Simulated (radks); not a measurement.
Numerical settings for neutral potassium, [Ar] 4s1. All-electron calculation, scalar-relativistic Kohn-Sham, r2SCAN, spin-unpolarised, spherical densities, finite nucleus; meta-GGA in the generalised Kohn-Sham scheme; Fermi nuclear charge, rms radius 3.4349 fm. Program: a radial shooting solver on a logarithmic mesh with Libxc functionals. The defaults (mesh step 0.008 in ln r, mesh end at 40 bohr or more with all orbitals vanishing there, Anderson mixing 0.5 over 9 steps, residual threshold near 1e-9 with the energy settled to 1e-9 hartree or 1e-11 of itself, here a cap of 72 iterations) give E = -602.268 hartree and 4s at -2.290 eV in 18 iterations. Run on one thread of a shared host, so times are rough (Arm Neoverse V1): 0.1 s of CPU time, 0.1 s wall, 18 iterations on 2381 mesh points. Changes against that run (0 stands for a change within the tolerance of the run):

setting,iterations,converged,E (mhartree),e(4s) (meV),CPU (s)
mesh step in ln r 0.03,12,yes,+0.00233,-0.0036,0.03
mesh step in ln r 0.08,72,no,-50.7,-,0.1
mesh step in ln r 0.05,12,yes,+0.692,-0.122,0.02
mesh end (bohr) 2,11,level above zero,+1.01e+04,+1.64e+05,0.05
mesh end (bohr) 1,11,level above zero,+1.23e+05,+1.16e+06,0.05
residual threshold 0.1,10,yes,0,+0.356,0.06
residual threshold 0.01,10,yes,0,+0.356,0.06
mixing 0.01,36,yes,0,+0.00545,0.18
"linear mixing, mixing 1",45,no,diverged,-,0.33
"linear mixing, mixing 0.2",72,no,0,+0.0137,0.31
mixing history 2,30,yes,0,0,0.14
iteration cap 8,8,no,0,+0.475,0.05

Settled on a wrong energy, with an occupied level pushed above zero by the early mesh end: mesh end (bohr) 2 (+10.1 hartree); mesh end (bohr) 1 (+123 hartree). Apart from these: no run marked as converged misses the energy by more than 1 mhartree. A mesh that ends early acts as a hard wall.
